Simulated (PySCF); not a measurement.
Species: C5H7GeNO.
Geometry (PBE0-D3(BJ)/def2-SVP, Å), atoms numbered from 1 in this order:
```
atom  x, y, z in Å
Ge1    2.843   -0.062    0.527
O2     1.485   -1.144   -0.057
C3     0.265   -0.625   -0.005
C4    -0.843   -1.383   -0.425
C5    -2.093   -0.792   -0.350
C6    -2.216    0.517    0.131
C7    -1.056    1.176    0.519
N8     0.153    0.617    0.452
H9     2.955    1.176   -0.369
H10    4.034   -1.011    0.313
H11    2.655    0.266    2.012
H12   -0.692   -2.399   -0.792
H13   -2.979   -1.349   -0.667
H14   -3.186    1.010    0.202
H15   -1.095    2.201    0.903
```

The calculation used TDDFT PBE0/def2-SVPD, vertical, gas phase, core orbitals frozen in the response in PySCF 2.14.0, density-fitted response routines. Relativistic effects, spin–orbit coupling among them, are left out although an element past zinc is present.

Kohn–Sham orbitals with the atoms that hold most of them (Löwdin shares over 4%, at most four atoms; ? is withheld):

| orbital | ε (eV) | atoms |
| --- | --- | --- |
| HOMO-3 | -9.44 | Ge1 29%, H9 19%, O2 16%, H11 16% |
| HOMO-2 | -8.37 | C5 27%, N8 25%, C4 18%, C7 9% |
| HOMO-1 | -7.84 | ? |
| HOMO | -6.84 | ? |
| LUMO | ? | C5 23%, N8 18%, C7 18%, C4 17% |
| LUMO+1 | -0.13 | C3 21%, C6 21%, C7 13%, C5 10% |
| LUMO+2 | 0.17 | Ge1 43%, O2 14%, H9 12%, H11 12% |

(1) Give the leading atoms of the HOMO-1.

(2) Which atoms hold the HOMO, and with what shares?

(3) What is the LUMO energy, and the HOMO–LUMO gap?

Results:

(1) N8 (bonded to 2 C) 52%; C7 (bonded to C, N and H) 10%; C3 (bonded to C, N and O) 8%; Ge1 (bonded to O and 3 H) 6%. By element: nitrogen 52%, carbon 18% or more, germanium 6%.

(2) C6 (bonded to 2 C and H) 20%; O2 (bonded to C and Ge) 20%; C4 (bonded to 2 C and H) 16%; C7 (bonded to C, N and H) 13%. By element: carbon 50% or more, oxygen 20%.

(3) ε(LUMO) = -0.83 eV; the gap is 6.01 eV (0.2210 hartree).

Question: The HOMO–LUMO gap is 6.01 eV. Where does the response calculation put the lowest singlet, and from which orbitals?

Answer: S1 is at 5.07 eV (f = 0.062), 0.95 eV below the gap, made of HOMO→LUMO (90%). 

Question: Give energy, strength and leading configuration of S1, S2, S4 and S5, and follow the Löwdin shares of the leading atoms from the occupied to the empty orbital.

Answer: 
- S1 (5.07 eV, f 0.062), HOMO→LUMO (90%): C6 20% → at most 18%, O2 20% → at most 18%, C5 at most 14% → 23%, N8 at most 14% → 18%
- S2 (5.37 eV, f 0.0024), HOMO-1→LUMO (98%): N8 52% → 18%, C7 10% → 18%, C5 at most 6% → 23%
- S4 (6.02 eV, f 0.152), HOMO→LUMO+1 (83%): C6 20% → 21%, O2 20% → at most 11%, C3 at most 14% → 21%
- S5 (6.04 eV, f 0.0006), HOMO-1→LUMO+1 (98%): N8 52% → at most 11%, C7 10% → 13%, C3 8% → 21%, C6 at most 6% → 21%

Löwdin shares depend on the basis, the more so with diffuse functions.

One conformer stands for the species.
